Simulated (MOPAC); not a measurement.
Job for MOPAC: AM1 on BeP+, 2S+1 = 3, a spin state set in the input, which need not be the lowest, a point of a bond scan (R = 2.078 Å). Charge +1.

```
AM1 1SCF PRECISE CHARGE=1 UHF MS=1 THREADS=1
BeP

Be     0.00000000 1     0.00000000 1     0.00000000 1
P      0.00000000 1     0.00000000 1     2.07831200 1
```

The log:

```
*******************************************************************************
 **                                                                           **
 **                              MOPAC v23.2.5                                **
 **                                                                           **
 *******************************************************************************
 ** MOPAC's Digital Object Identifier: https://doi.org/10.5281/zenodo.6511958 **
 **                                                                           **
 ** Please cite the open-source release paper for use of this MOPAC version:  **
 ** J. E. Moussa and J. J. P. Stewart (2026)                                  **
 ** MOPAC: An open-source semiempirical molecular orbital program             **
 ** J. Open Source Softw., 11(119), 8025, https://doi.org/10.21105/joss.08025 **
 *******************************************************************************

                              AM1 CALCULATION RESULTS

 *******************************************************************************
 *  AM1        - The AM1 Hamiltonian to be used
 *  UHF        - UNRESTRICTED HARTREE-FOCK CALCULATION
 *
 *
 *
 *                 CHARGE ON SYSTEM = +1
 *
 *
 *
 *  MS=        - IN MECI, MAGNETIC COMPONENT OF SPIN =  1.0
 *  PRECISE    - TIGHTER CRITERIA TO BE USED
 *  1SCF       - DO 1 SCF AND THEN STOP
 *  THREADS=1  - MULTI-THREADING NOT USED
 *  T=         - A TIME OF 172800.0 SECONDS REQUESTED
 *  DUMP=N     - RESTART FILE WRITTEN EVERY 7200.0 SECONDS REQUESTED
 *******************************************************************************
AM1 1SCF PRECISE CHARGE=1 UHF MS=1 THREADS=1
 BeP

   ATOM   CHEMICAL          X               Y               Z
  NUMBER   SYMBOL      (ANGSTROMS)     (ANGSTROMS)     (ANGSTROMS)

     1      Be          0.00000000  *   0.00000000  *   0.00000000  *
     2       P          0.00000000  *   0.00000000  *   2.07831200  *



          CARTESIAN COORDINATES

    NO.       ATOM           X           Y           Z

     1        Be          0.0000      0.0000      0.0000
     2         P          0.0000      0.0000      2.0783

 Be: (AM1): J. J. P. STEWART, J. MOL. MOD., 10, 155-164 (2004)
  P: (AM1): M.J.S.DEWAR, JIE, C, THEOCHEM, 187, 1 (1989)

           Empirical Formula: Be P  =     2 atoms



      MOLECULAR POINT GROUP   :   C*v


          UHF CALCULATION, NO. OF ALPHA ELECTRONS =    4
                           NO. OF BETA  ELECTRONS =    2

 -------------------------------------------------------------------------------
 AM1 1SCF PRECISE CHARGE=1 UHF MS=1 THREADS=1
 BeP



     1SCF WAS SPECIFIED, SO BFGS WAS NOT USED
     SCF FIELD WAS ACHIEVED


                              AM1 CALCULATION
                                                       MOPAC v23.2.5 Linux




          FINAL HEAT OF FORMATION =        753.16962 KCAL/MOL =    3151.26169 KJ/MOL


          COSMO AREA              =         85.74 SQUARE ANGSTROMS
          COSMO VOLUME            =         70.04 CUBIC ANGSTROMS

          IONIZATION POTENTIAL    =         15.245639 EV
          ALPHA SOMO LUMO (EV)    =        -15.375 -8.064
          BETA  SOMO LUMO (EV)    =        -15.246 -8.009
          NO. OF ALPHA ELECTRONS  =          4
          NO. OF BETA  ELECTRONS  =          2
          MOLECULAR WEIGHT        =         39.9859         POINT GROUP:  C*v

          MOLECULAR DIMENSIONS (Angstroms)

            Atom       Atom       Distance
            P     2   Be     1     2.07831
            P     2   Be     1     0.00000
           Be     1    P     2     0.00000


          SCF CALCULATIONS        =          1





   ATOM   CHEMICAL          X               Y               Z
  NUMBER   SYMBOL      (ANGSTROMS)     (ANGSTROMS)     (ANGSTROMS)

     1      Be          0.00000000  *   0.00000000  *   0.00000000  *
     2       P          0.00000000  *   0.00000000  *   2.07831200  *

                             CARTESIAN COORDINATES

   1   Be        0.000000000     0.000000000     0.000000000
   2    P        0.000000000     0.000000000     2.078312000


           Empirical Formula: Be P  =     2 atoms



      MOLECULAR POINT GROUP   :   C*v


          ALPHA EIGENVALUES
 -23.40166 -15.90753 -15.37546 -15.37546  -8.06435  -5.09376  -4.48276  -4.48276


           BETA EIGENVALUES
 -22.08517 -15.24564  -8.00861  -7.50137  -7.50137  -5.23403  -4.68025  -4.68025


              NET ATOMIC CHARGES AND DIPOLE CONTRIBUTIONS

  ATOM NO.   TYPE          CHARGE      No. of ELECS.   s-Pop       p-Pop
    1         Be           0.606083        1.3939     1.13016     0.26376
    2          P           0.393917        4.6061     1.91657     2.68952
 DIPOLE           X         Y         Z       TOTAL
 POINT-CHG.     0.000     0.000    -3.800     3.800
 HYBRID         0.000     0.000    -4.757     4.757
 SUM            0.000     0.000    -8.558     8.558


          ATOMIC ORBITAL ELECTRON POPULATIONS

     Atom    s        px        py        pz
    1 Be   1.13016   0.03492   0.03492   0.19392
    2  P   1.91657   0.96508   0.96508   0.75936


                    (SZ)    =    1.000000
                    (S**2)  =    2.120031


          ATOMIC ORBITAL SPIN POPULATIONS

    Atom   Total    s     px     py     pz
         Atomic
    1 Be -0.2259 -0.307  0.035  0.035  0.011
    2  P  2.2259 -0.011  0.965  0.965  0.306

 **********************
 *                    *
 * JOB ENDED NORMALLY *
 *                    *
 **********************




 == MOPAC DONE ==
```

The run finished. Its determinant has ⟨S²⟩ = 2.12, a mixture of spin states.

Cost: very roughly 0.03 core-seconds.
